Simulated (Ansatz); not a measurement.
Reaction (homolysis of the Ga–Si bond): `[SiH3]N[SiH2][GaH2]` → `[GaH2]`• + `[SiH2]N[SiH3]`•

Isolated molecules relaxed with PBE0-D4/def2-TZVP in Ansatz; ΔE leaves out vibrations. CBS: MP2 limit from def2 TZ/QZ plus the TZ coupled-cluster correction, frozen cores. DFT in def2-TZVPP. No spin–orbit coupling; open shells (•) take unrestricted orbitals. For Ga outer-core shells are correlated without core-valence functions, which leaves a few kJ/mol of doubt a bond. Scalar relativity is left out up to krypton. One conformer a species, not always the lowest.

```csv
level,ΔE (kJ/mol)
revPBE-D4,282.0
BLYP-D4,276.4
r2SCAN-D4,287.0
r2SCAN0-D4,286.8
r2SCANh,283.8
r2SCAN0,283.3
MP2/def2-SVP,283.4
CCSD/def2-TZVPP,295.5
```

Task: What does CCSD(T)/CBS give? (An estimate is asked.)

Result: Computed: +318.5 kJ/mol. The listed levels differ from it by -36.5, -42.1, -31.5, -31.7, -34.7, -35.2, -35.1, -23.0 kJ/mol.

Largest T1 diagnostic among the species: 0.015.

From PBE to PBE0 (25 % exact exchange), in def2-TZVPP and without D4, ΔE moves by +4.3 kJ/mol. At CCSD(T), def2-SVP lies −37.1 kJ/mol from the extrapolated value and def2-TZVPP −14.7 kJ/mol: correlation converges slowly with the basis, and small sets miss more of it in the bonded molecule than in its fragments.

CCSD(T)/CBS has its own doubt, a few kJ/mol and more with outer-core shells, so smaller differences from it don't rank the levels.
